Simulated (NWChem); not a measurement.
Species: C2H3Cl2F; SMILES CC(F)(Cl)Cl

Results from NWChem. All runs use the structure optimised with PBE0/def2-SVP. Level: M05-2X/def2-SVP with SMD (1 M gas to 1 M solution), gas-phase geometry.

Task: Order these by “solvation free energy (kcal/mol)”, lowest first: anisole; ethanol; water.

Result: ethanol (-4.5), anisole (-3.8), water (-0.4)
